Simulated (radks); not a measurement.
All-electron atom: the selenium ion Se+ in [Ar] 3d10 4s2 4p3. Method: Dirac Kohn-Sham, PBE, spin-unpolarised, spherical densities, finite nucleus; open shells fill j = l - 1/2 first; Fermi nuclear charge, rms radius 4.14 fm; computed with a radial shooting solver on a logarithmic mesh with Libxc functionals.

Unscreened Slater integrals over Kohn-Sham orbitals (cm^-1). Large and small components are both included.

F0(4p3/2,4p3/2): 92900
F2(4p3/2,4p3/2): 48420
F0(4p3/2,4p1/2): 93715
G2(4p3/2,4p1/2): 48804
F0(4p3/2,4s1/2): 101480
G1(4p3/2,4s1/2): 66356
F0(4p3/2,3d5/2): 121510
F2(4p3/2,3d5/2): 24025
G1(4p3/2,3d5/2): 8205.4
G3(4p3/2,3d5/2): 7396.0
F0(4p1/2,4p1/2): 94556
F0(4p1/2,4s1/2): 102590
G1(4p1/2,4s1/2): 67794
F0(4p1/2,3d5/2): 123520
G3(4p1/2,3d5/2): 7739.8
F0(4s1/2,4s1/2): 113310
F0(4s1/2,3d5/2): 144690
G2(4s1/2,3d5/2): 12805
F0(3d5/2,3d5/2): 319790
F2(3d5/2,3d5/2): 151700
F4(3d5/2,3d5/2): 95147
